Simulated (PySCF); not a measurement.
Vertical excitations of a molecule C3H9AlO from TDA-PBE/def2-SVPD (PySCF), as energy in eV (oscillator strength): 5.12 (0.002), 5.72 (0.029), 5.78 (0.061), 5.95 (0.018), 6.12 (0.021), 6.53 (0.021), 6.63 (0.087), 6.76 (0.030), 7.04 (0.057), 7.18 (0.051). Lowest triplet (TDA): 4.88 eV. The structure is a stationary point at PBE0-D3(BJ)/def2-SVP. One conformer was computed; it need not be the lowest.

Which structure fits?
A) C[CH2][Al]([CH3])[OH]
B) CC[O][AlH][CH3]
C) CC[CH2][AlH][OH]
D) C[O][Al]([CH3])[CH3]

B, CC[O][AlH][CH3]
